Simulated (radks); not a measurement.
Problem. As V, configuration [Ar] 3d9.75 4s1 4f0.25 (fractional occupations, a model configuration). All-electron calculation, scalar-relativistic Kohn-Sham, PBE, spin-unpolarised, spherical densities, point nucleus. Program: a radial shooting solver on a logarithmic mesh with Libxc functionals. Some entries of the table are withheld. Estimate them.

orbital  occ.  eigenvalue (Ry)  <r^2> (bohr^2)  <r> (bohr)
1s          2              (1)        0.002786     0.04550
2s          2              (2)         0.04847         (3)
2p          6              (4)         0.03845      0.1772
3s          2        -18.04387          0.4096      0.5964
3p          6        -13.87417          0.4420      0.6139
3d       9.75         -7.00487          0.5420      0.6595
4s          1         -4.34516             (5)       1.654
4f       0.25         -1.26218           14.93       3.644

Solution. 
(1) 1s eigenvalue (Ry): -865.5619
(2) 2s eigenvalue (Ry): -113.4134
(3) 2s <r> (bohr): 0.2027
(4) 2p eigenvalue (Ry): -99.96171
(5) 4s <r^2> (bohr^2): 3.086
